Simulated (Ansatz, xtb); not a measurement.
## C6H7NO: which of two isomers lies lower

Structure X: `C=Cc1ncc(C)o1`, a singlet. Structure Y: `C=Cc1coc(C)n1`, a singlet. Both are isolated molecules in the gas phase, relaxed with B3LYP-D3(BJ)/def2-SVP; the shapes shown needn't be the lowest conformers.

X (Å):

```xyz
15

C    -1.4923   -0.6206   -2.8114
C    -0.8816    0.0729   -1.8401
C    -0.0639   -0.5405   -0.8081
C     1.0375   -1.8055    0.5043
C     1.2066   -0.5269    0.9611
C     1.9411    0.0947    2.0898
N     0.2316   -1.7949   -0.6144
O     0.5007    0.2867    0.1204
H    -1.3945   -1.7080   -2.8640
H    -2.0981   -0.1181   -3.5681
H    -0.9713    1.1609   -1.7759
H     1.4489   -2.7253    0.9167
H     2.4598   -0.6812    2.6695
H     2.6907    0.8194    1.7306
H     1.2571    0.6344    2.7659
```

Y (Å):

```yaml
atoms:
  - { symbol: C, position_ang: [-0.4728, -0.4983, -1.9789] }
  - { symbol: C, position_ang: [-0.3145, 0.2277, -0.8634] }
  - { symbol: C, position_ang: [0.1275, -0.3221, 0.4108] }
  - { symbol: C, position_ang: [0.3215, 0.3222, 1.6028] }
  - { symbol: C, position_ang: [0.7820, -1.7801, 1.8391] }
  - { symbol: C, position_ang: [1.2092, -2.9923, 2.5838] }
  - { symbol: N, position_ang: [0.4321, -1.6702, 0.5976] }
  - { symbol: O, position_ang: [0.7388, -0.5999, 2.5183] }
  - { symbol: H, position_ang: [-0.2683, -1.5718, -1.9744] }
  - { symbol: H, position_ang: [-0.8071, -0.0393, -2.9119] }
  - { symbol: H, position_ang: [-0.5202, 1.3032, -0.8709] }
  - { symbol: H, position_ang: [0.2168, 1.3487, 1.9408] }
  - { symbol: H, position_ang: [0.5396, -3.1870, 3.4367] }
  - { symbol: H, position_ang: [1.1880, -3.8526, 1.9042] }
  - { symbol: H, position_ang: [2.2289, -2.8705, 2.9829] }
```

Question: Estimate E(Y) − E(X) at the level CCSD(T)/def2-SVP + ΔMP2/def2-TZVPP.

Answer: CCSD(T)/def2-SVP + ΔMP2/def2-TZVPP gives E(Y) − E(X) = −3.21 kJ/mol, slightly favouring structure Y, which is too small a margin to settle the true order.

How the difference moves with the method:

```json
{"level": "GFN2-xTB", "geometry": "GFN2-xTB", "E(Y) − E(X) (kJ/mol)": "+1.64", "departure from the last row (kJ/mol)": "+4.85", "job, with rough time for the two": "optimisation, 0.27 s"}
{"level": "HF/STO-3G", "geometry": "GFN2-xTB", "E(Y) − E(X) (kJ/mol)": "+2.63", "departure from the last row (kJ/mol)": "+5.84", "job, with rough time for the two": "single point, 1.7 s"}
{"level": "r2SCAN-D4/def2-SVP", "geometry": "GFN2-xTB", "E(Y) − E(X) (kJ/mol)": "+0.27", "departure from the last row (kJ/mol)": "+3.48", "job, with rough time for the two": "single point, 9.3 s"}
{"level": "B3LYP-D3(BJ)/def2-SVP", "geometry": "B3LYP-D3(BJ)/def2-SVP", "E(Y) − E(X) (kJ/mol)": "−0.44", "departure from the last row (kJ/mol)": "+2.77", "job, with rough time for the two": "optimisation, 2.8 min"}
{"level": "HF/def2-SVP", "geometry": "B3LYP-D3(BJ)/def2-SVP", "E(Y) − E(X) (kJ/mol)": "−3.48", "departure from the last row (kJ/mol)": "−0.27", "job, with rough time for the two": "part of the CCSD(T) run"}
{"level": "MP2/def2-SVP", "geometry": "B3LYP-D3(BJ)/def2-SVP", "E(Y) − E(X) (kJ/mol)": "−0.35", "departure from the last row (kJ/mol)": "+2.86", "job, with rough time for the two": "part of the CCSD(T) run"}
{"level": "CCSD(T)/def2-SVP", "geometry": "B3LYP-D3(BJ)/def2-SVP", "E(Y) − E(X) (kJ/mol)": "−2.15", "departure from the last row (kJ/mol)": "+1.06", "job, with rough time for the two": "single point"}
{"level": "CCSD(T)/def2-SVP + ΔMP2/def2-TZVPP", "geometry": "B3LYP-D3(BJ)/def2-SVP", "E(Y) − E(X) (kJ/mol)": "−3.21", "departure from the last row (kJ/mol)": "", "job, with rough time for the two": "single point, 4.9 min"}
```

As drawn, both hold the same kinds of bond in the same numbers.

The largest departure from CCSD(T)/def2-SVP + ΔMP2/def2-TZVPP is that of HF/STO-3G, 5.84 kJ/mol. The last row adds to CCSD(T) the change of the MP2 difference between the two basis sets, here −1.06 kJ/mol.

With thermal terms from frequencies at re-optimised GFN2-xTB minima (ideal gas, soft modes damped towards free rotors, one conformer each, 298.15 K, 1 atm): the zero-point term adds −0.48 kJ/mol; ΔH is −3.66 and ΔG −3.86 kJ/mol.

The correlated steps freeze 8 core orbitals. Run with Ansatz 0.2.0, xtb 6.7.1; the last row on 2 threads of Intel(R) Xeon(R) Processor @ 2.50GHz (Skylake/Cascade Lake) on a shared host.
